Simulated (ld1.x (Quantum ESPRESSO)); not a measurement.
An all-electron radial function and its pseudo partner (hafnium (Hf))

Columns: radius, all-electron u(r) and pseudo u(r) of the 5d shell (level -2.69 eV) of hafnium in the configuration [Kr] 4d10 4f14 5s2 5p6 5d2 6s2 6p0; PBE, scalar-relativistic, TM semilocal scheme, ld1.x (Quantum ESPRESSO) 7.5.

| r (bohr) | all-electron | pseudo |
| --- | --- | --- |
| 0.152 | 0.1506 | 0.0025 |
| 0.305 | -0.1902 | 0.0192 |
| 0.458 | -0.2536 | 0.0606 |
| 0.610 | -0.0819 | 0.1304 |
| 0.762 | 0.1376 | 0.2248 |
| 0.915 | 0.3277 | 0.3344 |
| 1.068 | 0.4683 | 0.4442 |
| 1.220 | 0.5619 | 0.5399 |
| 1.372 | 0.6184 | 0.6122 |
| 1.525 | 0.6473 | 0.6572 |
| 1.678 | 0.6562 | 0.6758 |
| 1.830 | 0.6514 | 0.6732 |
| 1.982 | 0.6376 | 0.6562 |
| 2.135 | 0.6178 | 0.6308 |
| 2.288 | 0.5946 | 0.6020 |
| 2.440 | 0.5695 | 0.5729 |
| 2.592 | 0.5435 | 0.5447 |
| 2.745 | 0.5171 | 0.5174 |
| 2.898 | 0.4909 | 0.4909 |
| 3.050 | 0.4652 | 0.4652 |
| 3.202 | 0.4400 | 0.4400 |
| 3.355 | 0.4154 | 0.4154 |
| 3.508 | 0.3916 | 0.3916 |
| 3.660 | 0.3687 | 0.3687 |
| 3.812 | 0.3468 | 0.3468 |
| 3.965 | 0.3257 | 0.3257 |

(1) How many radial nodes do the two functions have?

(2) At about which radius was the pseudo-wave matched?

(3) Is the pseudo-wave norm-conserving?

Results:

(1) The all-electron 5d function has n − l − 1 = 2; the pseudo-wave has 0, since the states of the same l below it are removed with the core.

(2) 3.05 bohr. The columns agree to 0.0005 from 2.75 bohr on; several derivatives are matched, so the curves merge somewhat inside the radius.

(3) Yes: the TM semilocal scheme keeps the norm inside the radius equal to the all-electron one, which fixes the energy derivative of the logarithmic derivative at the level.
